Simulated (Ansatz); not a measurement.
Frontier orbitals of C4H13N2OY, SMILES `C[N](C)[Y]([OH])[N](C)C`.

Cartesian coordinates in Å:
```
C -2.269 0.157 1.169
N -1.498 1.074 0.373
C -2.189 2.330 0.224
Y 0.434 0.737 -0.528
O 1.301 2.223 -1.609
N 1.447 -1.155 -0.307
C 1.006 -2.323 0.409
C 2.734 -1.384 -0.915
H -2.466 0.544 2.182
H -1.750 -0.801 1.287
H -3.253 -0.063 0.720
H -3.169 2.213 -0.269
H -2.382 2.820 1.193
H -1.604 3.032 -0.383
H 1.720 2.907 -2.120
H 0.905 -3.204 -0.247
H 0.028 -2.157 0.876
H 1.704 -2.609 1.214
H 2.715 -2.221 -1.633
H 3.512 -1.625 -0.172
H 3.074 -0.497 -1.463
```

Total charge 0; spin multiplicity 1. Correlated methods include outer-core shells of Y, which these sets cover unevenly. Y takes the def2 core potential. The geometry is a stationary point of PBE0-D4/def2-TZVP. It is one conformer, not always the lowest. Basis def2-TZVPP, Ansatz.

Orbital energies of one run (eV). Highest occupied ones, from the top: -7.85, -8.12, -9.98, -10.58, -10.94, -11.16, -12.21, -12.49, -13.01, -13.02, -14.45, -14.50, -14.87, -14.88. Empty: 0.40, 1.44, 1.78, 2.03, 2.51, 3.03.

Task: Which functional gave them?
A. r2SCAN
B. B97M-V
C. ωB97X-V
D. r2SCANh

Result: C. HOMO energies: ωB97X-V -7.85, r2SCAN -4.53, B97M-V -4.66, r2SCANh -4.98 eV.
